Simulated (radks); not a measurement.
The numbers below are computed, except where a source is named.
Charge is removed step by step from the 3d down level of As, starting from [Ar] 3d(up 5, down 5) 4s2 4p3. Code: a radial shooting solver on a logarithmic mesh with Libxc functionals. Model: scalar-relativistic Kohn-Sham, LDA (Slater exchange, Perdew-Wang correlation), spin-polarised, spherical densities, point nucleus; open shells are filled with parallel spins first.

removed (e)  E - E(0) (eV)  eigenvalue (eV)  E minus straight line (eV)
0                    0.000          -40.408                       0.000
0.1                  4.133          -42.274                      -0.892
0.2                  8.454          -44.181                      -1.596
0.3                 12.968          -46.125                      -2.107
0.4                 17.678          -48.105                      -2.422
0.5                 22.588          -50.120                      -2.537
0.6                 27.701          -52.169                      -2.449
0.7                 33.021          -54.250                      -2.154
0.8                 38.550          -56.363                      -1.650
0.9                 44.292          -58.507                      -0.933
1                   50.250          -60.681                       0.000

Removing the whole electron costs 50.250 eV by Delta-SCF, against 40.408 eV from minus the eigenvalue at the starting occupation. Slater's transition state (half an electron removed) gives 50.120 eV. Integrating minus the eigenvalue over the occupation (Janak's theorem) gives 50.261 eV. In this scalar-relativistic scheme the density is built from large components alone, so the theorem holds only approximately. The mean slope of the eigenvalue, de/dn, is 20.3 eV per electron.
